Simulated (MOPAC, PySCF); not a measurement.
CH$_{11}$Ge$_{4}$NO, SMILES `[NH2][GeH2][GeH2][GeH2][GeH2][CH]=O`, neutral singlet in the gas phase. 

Z-matrix (Å, degrees):
```
Ge
H 1 1.5420
H 1 1.5436 2 107.70
Ge 1 2.4277 2 110.13 3 -119.52
H 4 1.5450 1 108.21 2 -63.63
H 4 1.5454 5 106.84 1 116.30
Ge 1 2.4281 2 108.66 3 117.83
H 7 1.5375 1 110.47 2 61.80
H 7 1.5434 8 110.13 1 -121.18
C 7 2.0040 8 108.25 9 -119.31
O 10 1.2002 7 122.13 8 -29.43
H 10 1.1264 11 120.67 7 178.02
Ge 4 2.4410 5 110.23 6 119.77
H 13 1.5405 4 109.15 5 60.35
H 13 1.5407 14 110.10 4 -119.56
N 13 1.8430 14 106.80 15 -115.57
H 16 1.0173 13 113.81 14 177.09
H 16 1.0173 17 107.87 13 -127.29
```
Charge 0, multiplicity 1.

All levels are single points at this geometry (PBE0-D4/def2-SVP); Pople sets use spherical d functions. Orbital energies aren't observables, and empty levels follow the basis.

| level | HOMO (eV) | LUMO (eV) | gap (eV) | dipole (D) | vertical IE, Delta-SCF (eV) |
|---|---|---|---|---|---|
| B3LYP-D3(BJ)/def2-TZVP in PySCF | -6.48 | -1.90 | 4.58 | 2.81 | 8.04 |
| PBE0-D4/def2-TZVP in PySCF | -6.68 | -1.67 | 5.01 | 2.78 | 8.13 |
| B3LYP/3-21G in PySCF | -5.97 | -1.36 | 4.61 | 2.81 | – |
| B3LYP/6-31G* in PySCF | -6.20 | -1.56 | 4.64 | 2.75 | 7.82 |
| BP86/6-31G* in PySCF | -5.27 | -2.45 | 2.83 | 2.70 | – |
| M06-2X/6-31G* in PySCF | -7.62 | -0.45 | 7.16 | 2.82 | – |
| HF/6-31G* in PySCF | -9.21 | 2.09 | 11.31 | 3.13 | – |
| HF/STO-3G in PySCF | -6.98 | 7.56 | 14.54 | 1.92 | – |
| AM1 in MOPAC | -9.79 | -1.46 | 8.33 | 2.16 | – |
